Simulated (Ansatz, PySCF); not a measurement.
TaO2, SMILES [O]=[Ta]=[O] (connectivity only; charge and spin as stated), neutral, multiplicity 2. Atoms are numbered in the order given.

```xyz
3

Ta     0.0000     0.0000     0.1766
O      0.0000     1.3680    -0.8649
O      0.0000    -1.3680    -0.8649
```
Charge 0, spin multiplicity 2.

The structure is a stationary point at PBE0-D3(BJ)/def2-TZVP. The spin state was assumed, not searched. The def2 effective core potentials stand for the cores of Ta; spin–orbit coupling is left out.

Two levels are set side by side: PBE-D3(BJ)/def2-TZVP (Ansatz, a program for electronic structure) and PBE0-D3(BJ)/def2-TZVP (Ansatz). Each level has its own optimised geometry; the coordinates shown are those of the second. Frequencies come from the Hessian of PySCF at each geometry. Differences are taken from unrounded values.

```csv
quantity,PBE0-D3(BJ)
mean bond length (Å),1.719
bond Ta1–O2 (Å),1.719
bond Ta1–O3 (Å),1.719
highest harmonic wavenumber (cm⁻¹),1026
mean harmonic wavenumber (cm⁻¹),777
zero-point energy (kcal/mol),3.33
```

Problem. What does PBE-D3(BJ) give, and how far is it from PBE0-D3(BJ)? (An estimate is asked for; the answer gives what the named calculation found.)

Solution. 
```
quantity                            PBE-D3(BJ)  PBE-D3(BJ) minus PBE0-D3(BJ)
----------------------------------  ----------  ----------------------------
mean bond length (Å)                     1.738                         0.019
bond Ta1–O2 (Å)                          1.738                         0.019
bond Ta1–O3 (Å)                          1.738                         0.019
highest harmonic wavenumber (cm⁻¹)         972                           -54
mean harmonic wavenumber (cm⁻¹)            740                           -36
zero-point energy (kcal/mol)              3.18                         -0.16
```

GGA bonds tend to be longer and softer than those of functionals with exact exchange. Differences between two approximate levels are no errors against the true value.
